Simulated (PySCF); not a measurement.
Worked example: entropy of an ideal gas

C2H3O3, SMILES COC([O])=O (connectivity only; charge and spin as stated), charge -1, multiplicity 1.

The structure is a stationary point at B3LYP-D3(BJ)/def2-SVPD. The spin state was assumed, not searched. The isomer is the one that the SMILES or the coordinates give; other isomers of the formula were not compared.

B3LYP-D3(BJ)/def2-SVPD run with PySCF gives the harmonic wavenumbers 119, 168, 318, 556, 660, 815, 820, 1108, 1169, 1184, 1303, 1434, 1440, 1471, 1783, 2971, 3028, 3044 cm⁻¹ and the rotational temperatures 0.5404, 0.2187, 0.1589 K. The molar mass is 75.04 g/mol, the symmetry number 1, the spin multiplicity 1.

Question: Work out the entropy at 298.15 K and 1 atm in the rigid-rotor, harmonic-oscillator model.

Answer: 
Translation (Sackur–Tetrode at 1 atm): S = R[1.5 ln M + 2.5 ln T − 1.16487] = 162.6 J/(mol K).
Rotation: q = (√π/σ) T^1.5/√(θA θB θC) = 66600, S = R[ln q + 3/2] = 104.8 J/(mol K).
Vibration: with u = 1.4388 ν/T, each mode gives R[u/(e^u − 1) − ln(1 − e^−u)]:
```tsv
ν (cm⁻¹)	modes	u	S (J/(mol K))
119	1	0.57	13.04
168	1	0.81	10.28
318	1	1.53	5.52
556	1	2.68	2.23
660	1	3.18	1.49
815	1	3.93	0.82
820	1	3.96	0.80
1108	1	5.35	0.25
1169	1	5.64	0.20
1184	1	5.71	0.18
1303	1	6.29	0.11
1434	1	6.92	0.07
1440	1	6.95	0.06
1471	1	7.10	0.06
1783	1	8.60	0.01
```
The stiffer modes add less than 0.005 each. Sum 35.1 J/(mol K).
Spin: R ln 1 = 0.0 J/(mol K).
Total 302.5 J/(mol K); the program's own thermochemistry gives 302.5. Translation makes up 54 % and vibration 12 %. Anharmonicity, hindered rotation and orbital degeneracy are left out.
